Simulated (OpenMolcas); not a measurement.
Worked example: vertical ionisation energy of Si2H3F3 (SMILES F[Si](F)(F)[SiH3])

Si2H3F3: 8 atoms, total charge 0, spin state singlet. SMILES: `F[Si](F)(F)[SiH3]`. The coordinates come from a PBE0-D4/def2-TZVP relaxation.

```xyz
8

F     1.3105   -1.0605    1.5048
Si    0.5344   -0.9905    0.1285
F    -0.4793   -2.2045    0.1079
F     1.5956   -1.2559   -1.0139
Si   -0.5507    1.0504   -0.1526
H    -1.5256    1.2279    0.9519
H     0.4606    2.1358   -0.1228
H    -1.2533    1.0404   -1.4595
```

Both states at this one shape; open shells run unrestricted unless said. 1 Eh = 27.2114 eV.

```
                             level     program  singlet Si2H3F3 (Eh)  doublet [Si2H3F3]+ (Eh)  HOMO of the first (eV)
                    revPBE/cc-pVDZ  OpenMolcas           -880.250118              -879.842401                   -7.86
                      TPSS/cc-pVDZ  OpenMolcas           -880.553847              -880.140583                   -8.08
B3LYP/6-31G* (Cartesian functions)  OpenMolcas           -880.501622              -880.078309                   -8.99
```

Work out the vertical ionisation energy at each level.


1. revPBE/cc-pVDZ: -879.842401 − (-880.250118) = 0.407717 Eh = 11.09 eV; −ε(HOMO) = 7.86 eV.
2. TPSS/cc-pVDZ: -880.140583 − (-880.553847) = 0.413264 Eh = 11.25 eV; −ε(HOMO) = 8.08 eV.
3. B3LYP/6-31G* (Cartesian functions): -880.078309 − (-880.501622) = 0.423313 Eh = 11.52 eV; −ε(HOMO) = 8.99 eV.

No measured value is set beside it here; the levels span 11.09 to 11.52 eV. In semi-local functionals −ε(HOMO) lies far under the ionisation energy, a result of self-interaction, while the difference of totals does much better.
